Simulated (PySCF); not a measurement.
water (H$_{2}$O), singlet, geometry from GFN2-xTB. Base run: R2SCAN/def2-SVP (PySCF).

Input for PySCF:
```python
from pyscf import gto, scf, dft

mol = gto.Mole()
mol.atom = '''
    O     0.009570    0.002064    0.113389
    H    -0.055794    0.763622   -0.466128
    H    -0.020764   -0.780134   -0.440983
'''
mol.basis = 'def2-svp'
mol.charge = 0
mol.spin = 0
mol.verbose = 4
mol.build()

mf = dft.RKS(mol)
mf.xc = 'r2scan'
mf.kernel()
```

Variants of this job, named by their change:

```
change                                     ΔE vs base (µEh)  grid points  electrons on the grid
-----------------------------------------  ----------------  -----------  ---------------------
base                                                    0.0        33704               10.00000
grids.prune = off                                       0.0        52856               10.00000
grids.radi_method = gauss_chebyshev                    37.8        33272               10.00000
grids.prune = dft.gen_grid.sg1_prune                    1.9        15032                9.99999
grids.prune = dft.gen_grid.treutler_prune               1.8        28880               10.00000
grids.level = 1                                        -100        10128                9.99996
grids.level = 4                                        -8.1        59680               10.00000
grids.atom_grid = (150, 974)                           -5.7       243784               10.00000
small_rho_cutoff = 0                                    0.0        33704               10.00000
grids.radi_method = delley                             -5.3        36872               10.00000
grids.radi_method = mura_knowles                       -9.4        32624               10.00000
```
